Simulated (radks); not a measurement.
Results of a calculation; reference values are marked as such.
Excited configurations of the dysprosium ion Dy61+: one electron is placed in a higher orbital outside [He] 2s2. The ground configuration is [He] 2s2 2p1. Level of theory: Dirac Kohn-Sham, PBEsol, spin-unpolarised, spherical densities, point nucleus; open shells fill j = l - 1/2 first (a radial shooting solver on a logarithmic mesh with Libxc functionals). Excitation = E - E(ground); binding = E(ion) - E, where the ion is the core of charge +62; n* = 62/sqrt(2 binding) in atomic units. These energies are relativistic, and a one-electron ion of charge +62 with no core already has n* below n in this formula (Dirac formula, point nucleus: 3s1/2 2.918, 4s1/2 3.911, 4p1/2 3.911, 4f5/2 3.985, 5s1/2 4.907, 5f5/2 4.981, 6s1/2 5.905, 6d3/2 5.961, 7s1/2 6.903, 7d3/2 6.959, 7f5/2 6.977). The quantum defect is therefore taken as that value minus n*, so that it holds no relativistic shift of the bare ion.

outer orbital,excitation (eV),binding (eV),quantum defect,<r> (bohr)
3s1/2,8174.4,6335.1,0.045,0.1987
4s1/2,11008.7,3500.8,0.046,0.3603
4p1/2,11034.5,3475.0,0.032,0.3469
4f5/2,11218.8,3290.7,-0.002,0.2863
5s1/2,12295.2,2214.3,0.048,0.5703
5f5/2,12398.9,2110.6,0.003,0.5015
6s1/2,12984.4,1525.1,0.049,0.8285
6d3/2,13029.6,1479.9,0.016,0.8056
7s1/2,13395.7,1113.8,0.050,1.135
7d3/2,13423.9,1085.6,0.018,1.116
7f5/2,13432.3,1077.2,0.009,1.077

The Delta-SCF ionisation energy is 14509.5 eV (NIST Atomic Spectra Database: 14495 eV, theoretical). Self-interaction in the functional shifts the binding energies and quantum defects, so they are the method's values and not measured ones. Spin polarisation and multiplet splitting are left out, so open shells lie too high by an amount that depends on their filling. Nuclear size, the Breit interaction and QED, all absent here, shift the 1s and 2s values of heavy ions.

Beside tabulated values, note that spin-unpolarised runs miss the spin-polarisation part of the exchange energy of open shells.
